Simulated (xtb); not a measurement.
BaCl2, singlet, at a GFN2-xTB geometry (such geometries of metal compounds can be far from the true shape); GFN1-xTB in xtb.

The xtb input:
```
$ xtb mol.xyz --gfn 1 --grad --json

# file mol.xyz
3

Ba     0.29970232     0.35674088     0.39460706
Cl     0.97266002    -0.25073526    -2.06809506
Cl    -1.95991471    -0.92441117     0.76821298
```

What the program printed (banner, timings and long lists left out):

```
   ID    Z sym.   atoms
    1   56 Ba     1
    2   17 Cl     2, 3

           -------------------------------------------------
          |                Calculation Setup                |
           -------------------------------------------------

           -------------------------------------------------
          |                 G F N 1 - x T B                 |
           -------------------------------------------------

          ...................................................
          :                      SETUP                      :
          :.................................................:
          :  # basis functions                  30          :
          :  # atomic orbitals                  27          :
          :  # shells                            9          :
          :  # electrons                        16          :
          :  # halogen bonds                     0          :
          :  max. iterations                   250          :
          :  Hamiltonian                  GFN1-xTB          :
          :  restarted?                      false          :
          :  GBSA solvation                  false          :
          :  PC potential                    false          :
          :  electronic temp.          300.0000000     K    :
          :  accuracy                    1.0000000          :
          :  -> integral cutoff          0.2500000E+02      :
          :  -> integral neglect         0.1000000E-07      :
          :  -> SCF convergence          0.1000000E-05 Eh   :
          :  -> wf. convergence          0.2000000E-04 e    :
          :  Broyden damping             0.4000000          :
          :  net charge                          0          :
          :  unpaired electrons                  0          :
          ...................................................

 iter      E             dE          RMSdq      gap      omega  full diag
   1     -9.1544157 -0.915442E+01  0.627E+00    3.18       0.0  T
   2     -9.1765239 -0.221082E-01  0.416E+00    4.57       1.0  T
   3     -9.1833854 -0.686153E-02  0.213E+00    3.77       1.0  T
   4     -9.1846582 -0.127281E-02  0.242E-01    3.88       1.0  T
   5     -9.1848175 -0.159232E-03  0.733E-02    3.99       1.0  T
   6     -9.1848418 -0.242815E-04  0.117E-02    3.96       4.9  T
   7     -9.1848421 -0.355829E-06  0.535E-04    3.96     107.9  T
   8     -9.1848421 -0.305977E-10  0.342E-04    3.96     168.9  T
[...]
         :: total energy              -9.173715811193 Eh    ::
[...]
         8        2.0000           -0.4513490             -12.2818 (HOMO)
         9                         -0.3058464              -8.3225 (LUMO)
        10                         -0.2635641              -7.1719
        11                         -0.2572724              -7.0007
        12                         -0.2536522              -6.9022
        13                         -0.1798904              -4.8951
        14                         -0.1580819              -4.3016
        15                         -0.1488398              -4.0501
        16                         -0.0707463              -1.9251
        17                         -0.0080436              -0.2189
        18                         -0.0001693              -0.0046
        19                          0.0000037               0.0001
       ...                                ...                  ...
        27                          0.0293614               0.7990
      -------------------------------------------------------------
                  HL-Gap            0.1455026 Eh            3.9593 eV
             Fermi-level           -0.3785977 Eh          -10.3022 eV

  Mulliken/CM5 charges         n(s)   n(p)   n(d)
     1Ba    0.89410  1.15506   0.337  0.105  0.664
     2Cl   -0.44705 -0.57753   1.927  5.521 -0.001
     3Cl   -0.44705 -0.57753   1.927  5.521 -0.001

Wiberg/Mayer (AO) data.
largest (>0.10) Wiberg bond orders for each atom

 ---------------------------------------------------------------------------
     #   Z sym  total        # sym  WBO       # sym  WBO       # sym  WBO
 ---------------------------------------------------------------------------
     1  56 Ba   1.965 --     2 Cl   0.982     3 Cl   0.982
     2  17 Cl   1.017 --     1 Ba   0.982
     3  17 Cl   1.017 --     1 Ba   0.982
 ---------------------------------------------------------------------------

Topologies differ in total number of bonds
Writing topology from bond orders to xtbtopo.mol

 dipole moment from electron density (au)
     X       Y       Z
   2.1101   2.5117   2.7783  total (Debye):   10.927

           -------------------------------------------------
          | TOTAL ENERGY               -9.173715811193 Eh   |
          | GRADIENT NORM               0.004681971550 Eh/α |
          | HOMO-LUMO GAP               3.959326700249 eV   |
           -------------------------------------------------

normal termination of xtb
```
